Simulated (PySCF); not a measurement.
Compound: C6H8FN.
Geometry (GFN2-xTB, Å), atoms numbered from 1 in this order:
```xyz
16
C6H8FN angstrom
N      2.707   -0.459   -2.087
C      1.908   -0.472   -1.271
C      0.891   -0.508   -0.251
C     -0.519   -0.763   -0.804
C     -1.407   -0.378    0.377
C     -0.724    0.854    0.989
C      0.735    0.826    0.507
F      0.956    1.885   -0.348
H      1.155   -1.289    0.472
H     -0.659   -1.794   -1.126
H     -0.699   -0.101   -1.652
H     -1.430   -1.194    1.102
H     -2.430   -0.167    0.070
H     -0.782    0.853    2.075
H     -1.179    1.774    0.624
H      1.470    0.942    1.311
```

The closed-shell ground state was solved at several levels (PySCF, density fitting, gas phase, non-relativistic).

```tsv
level	basis functions	total energy (Eh)	HOMO (eV)	LUMO (eV)	gap (eV)	dipole (D)
B3LYP/pcJ-1	296	-388.0476	-8.86	0.28	9.14	5.35
PBE0/def2-SVPD	227	-387.3315	-9.17	0.20	9.37	5.46
PBE0/pcSseg-1	176	-387.5520	-9.13	0.58	9.71	5.36
```

Q: Estimate the row for wB97X-D/def2-SVPD, a basis of 227 functions; the other rows only guide the guess.

A: Total energy -387.6396 Eh, HOMO -11.07 eV, LUMO 1.90 eV, gap 12.97 eV, dipole 5.51 D.

Q: Over all these levels, which gives the widest orbital gap and which the narrowest?

A: wB97X-D/def2-SVPD (range-separated hybrid) has the widest, 12.97 eV, and B3LYP/pcJ-1 (global hybrid, 20 % exact exchange) the narrowest, 9.14 eV. Functional and basis both differ between the two, so the spread mixes both effects.

Q: How far do the dipole and the HOMO energy spread over the levels?

A: The dipole runs from 5.35 to 5.51 D (mean 5.42 D) and the HOMO from -11.07 to -8.86 eV.

One conformer stands for the species.

Note: wB97X-D ran without an empirical dispersion term, which enters the total energy and its gradient alone.
